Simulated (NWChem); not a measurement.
# ZnCl$_{2}$; SMILES [Zn]([Cl])[Cl]

```xyz
3

Zn     0.0000     0.0000    -0.1145
Cl     2.0970     0.0000    -0.1146
Cl    -2.0970     0.0000    -0.1146
```
Atoms are numbered in this order, from 1.

All runs: NWChem. Pople sets run with spherical d functions. STO-3G and 3-21G are far too small for this property and stand as cheap habits. The geometry was optimised at PBE0/def2-SVP. Vertical excitations in the gas phase; the lowest state need not have the same character in each row.

Q: Order these by “lowest excitation, singlet (eV)”, lowest first: Hartree-Fock/def2-TZVP, CIS; Hartree-Fock/3-21G, CIS; Hartree-Fock/6-31G*, CIS.

A: Hartree-Fock/3-21G, CIS (7.25), Hartree-Fock/6-31G*, CIS (7.39), Hartree-Fock/def2-TZVP, CIS (7.50)
